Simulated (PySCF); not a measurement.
**Circular dichroism: `C(=C=CC#N)(Br)C#N`, C$_{5}$HBrN$_{2}$**

Geometry (Å), atoms numbered from 1 in this order:
```xyz
9

N    -2.744    1.920    0.536
C    -2.114    1.009    0.198
C    -1.366   -0.128   -0.237
C    -0.089   -0.293    0.026
C     1.182   -0.487    0.280
Br    1.734   -1.407    1.840
C     2.222   -0.036   -0.585
N     3.075    0.320   -1.284
H    -1.905   -0.888   -0.819
```

Theory: TDDFT CAM-B3LYP/def2-TZVPD circular dichroism and optical rotation, one conformer, gas phase in PySCF 2.14.0. Geometry: PBE0-D3(BJ)/def2-SVP.

The calculation is non-relativistic, which matters for the atoms heavier than Zn. No stereocentre is labelled: unless the shape is locked (an allene, a helicene, a hindered biaryl), the mirror image is equally populated and a measured rotation or CD is zero. Singlets 2 and 3 lie within 0.01 eV of each other, so their separate moments and overlaps can depend on how they mix.

(1) List the lowest 12 singlet excitations with oscillator and rotatory strengths.

## Answers

(1) Rotatory strengths R in 10⁻⁴⁰ esu² cm², velocity form and length form (origin at the centre of mass); f in length form.
| state | E (eV) | λ (nm) | f | R (velocity) | R (length) | main |
| --- | --- | --- | --- | --- | --- | --- |
| 1 | 4.17 | 297 | 0.0003 | +0.1 | +0.1 | HOMO→LUMO 0.96 |
| 2 | 5.32 | 233 | 0.021 | +10.3 | +10.4 | HOMO−1→LUMO 0.48, HOMO−2→LUMO 0.37 |
| 3 | 5.33 | 233 | 0.0003 | +3.1 | +3.0 | HOMO−1→LUMO+1 0.90 |
| 4 | 5.78 | 215 | 0.173 | -1.3 | -1.5 | HOMO→LUMO+1 0.79, HOMO−2→LUMO 0.14 |
| 5 | 5.96 | 208 | 0.710 | +50.7 | +50.4 | HOMO−1→LUMO 0.44, HOMO−2→LUMO 0.38 |
| 6 | 6.01 | 206 | 0.004 | -20.6 | -20.6 | HOMO−3→LUMO 0.73, HOMO→LUMO+2 0.08 |
| 7 | 6.15 | 202 | 0.003 | +13.7 | +13.7 | HOMO−4→LUMO 0.71 |
| 8 | 6.18 | 201 | 0.0009 | +0.4 | +0.4 | HOMO−2→LUMO+1 0.78 |
| 9 | 6.50 | 191 | 0.001 | +2.0 | +2.1 | HOMO→LUMO+2 0.41, HOMO→LUMO+3 0.19 |
| 10 | 6.62 | 187 | 0.016 | -2.1 | -2.0 | HOMO−3→LUMO+1 0.57, HOMO−5→LUMO 0.30 |
| 11 | 6.70 | 185 | 0.0003 | -0.6 | -0.6 | HOMO−5→LUMO+1 0.63, HOMO−4→LUMO+1 0.12 |
| 12 | 7.24 | 171 | 0.0007 | -2.2 | -2.2 | HOMO−1→LUMO+2 0.24, HOMO−1→LUMO+7 0.20 |

Among the states computed, the strongest CD band (largest |R|) is state 5. The largest dissymmetry factor in size, g = 4R/(D+G), with D and G the electric and magnetic dipole strengths, is +0.086 for state 3 (velocity form, f = 0.0003), among bands with |R| over 0.5. The mirror image has the same energies and oscillator strengths and all R with the opposite sign.
